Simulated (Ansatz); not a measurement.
H5NSiTe (`N[SiH2][TeH]`), relaxed with RKS PBE-D4/def2-SVP in Ansatz from a rough embedded geometry. The force threshold is 0.03 eV/Å; the program also tests the step.

The species carries charge 0 and has multiplicity 1. Te takes the def2 core potential.

Start:

```xyz
8

N    -0.881   -0.825   -0.438
Si    0.600    0.051   -0.189
Te    0.304    1.444    1.829
H    -0.979   -1.480    0.349
H    -0.731   -1.485   -1.303
H     0.906    0.905   -1.361
H     1.737   -0.889    0.021
H    -0.957    2.278    1.092
```

Task: By how much does the energy fall, and how many steps does the optimiser take? (Best estimate.)

Result: Ansatz gave: 23.79 kJ/mol, in 10 steps, 3 of them rejected.

Task: Which bonds change most? (An estimate is asked.)

Result: Computed: N1–H5 from 1.099 to 1.022 Å; Si2–Te3 from 2.470 to 2.526 Å; Si2–H7 from 1.490 to 1.513 Å; Si2–H6 from 1.481 to 1.503 Å.

Task: Give the relaxed structure. (An estimate is asked.)

Result: Computed: 
```xyz
8

N    -0.759   -0.936   -0.437
Si    0.672    0.009   -0.180
Te    0.372    1.525    1.818
H    -1.132   -1.540    0.298
H    -0.979   -1.287   -1.372
H     0.900    0.757   -1.464
H     1.948   -0.714    0.188
H    -1.023    2.185    1.150
```
